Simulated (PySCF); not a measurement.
## Ionisation energy of Mo by level of theory

Mo [Kr] 4d5 5s1 (7S) → Mo⁺ [Kr] 4d5 (6S), as a difference of total energies. Computed with PySCF 2.14 in aug-cc-pVDZ-PP with ECP28MDF, with a scalar-relativistic core potential. Correlated levels: valence: 4s2 4p6 frozen. The calculations carry no spin-orbit coupling.

Q: Order these methods by the ionisation energy they give, lowest first.
A. r2SCAN
B. SCS-MP2 (valence)
C. BP86
D. MP2 (valence)

A: B (6.433 eV), D (6.788 eV), A (7.563 eV), C (7.655 eV).

Errors of the correlated levels include the incompleteness of this basis and the frozen core.

For comparison: 7.092 eV (measured; NIST Atomic Spectra Database, ionization energies).
